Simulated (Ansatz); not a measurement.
System: sum formula CuOBrH (charge 0, doublet). The spin state was set by rule; other spins were not relaxed. 
Structure (B3LYP-D3(BJ)/def2-TZVP (Ansatz, a quantum-chemistry and plane-wave program) minimum search):
```xyz
4

Cu    -0.2100    -0.8089     0.0000
Br     0.3486     1.3308    -0.0037
O     -0.6091    -2.5320    -0.0583
H     -1.2381    -2.8622     0.5962
```
Charge 0, spin multiplicity 2.

Dipole moments at this geometry, in debye (magnitudes).

```tsv
level	program	dipole (D)
SVWN5/def2-TZVPD	Ansatz	1.63
PBE/def2-TZVPD	Ansatz	1.69
B3LYP/def2-TZVPD	Ansatz	1.96
wB97X-V/def2-TZVPD	Ansatz	2.48
CCSD(T)/def2-SVPD	Ansatz	2.02
```
